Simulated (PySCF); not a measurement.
# Converging CsH in the basis (CCSD(T))

PySCF, RHF reference; singlet, unpaired electrons none; De to Cs + H without counterpoise correction. Frozen cores follow the default of each basis and core potential.

| basis | relativity | functions | Re (Å) | ωe (cm⁻¹) | De (eV) | frozen orbitals |
| --- | --- | --- | --- | --- | --- | --- |
| def2-SVP | scalar-relativistic core potentials | 29 | 2.617 | 846 | 1.35 | 0 |
| def2-TZVP | scalar-relativistic core potentials | 35 | 2.570 | 813 | 1.41 | 0 |
| def2-TZVPP | scalar-relativistic core potentials | 50 | 2.505 | 873 | 1.66 | 0 |

Question: How does each smaller set differ from the one with most functions, def2-TZVPP?

Answer: def2-SVP: +11.2 pm, -3.1 % in ωe, -0.31 eV in De; def2-TZVP: +6.5 pm, -6.9 % in ωe, -0.25 eV in De. All at CCSD(T); the set with most functions is neither the basis-set limit nor always the best.

Correlated steps freeze no core orbitals. Correlated levels converge slowly with the basis: in double zeta they bind strong bonds too weakly, by up to about 1 eV, and carry superposition errors of some tenths. Spin–orbit coupling is left out. Where the molecule has an RHF reference, its open-shell atoms are computed with UHF. The CCSD T1 diagnostic is raised in CsH, a sign that a single reference may not be enough there.
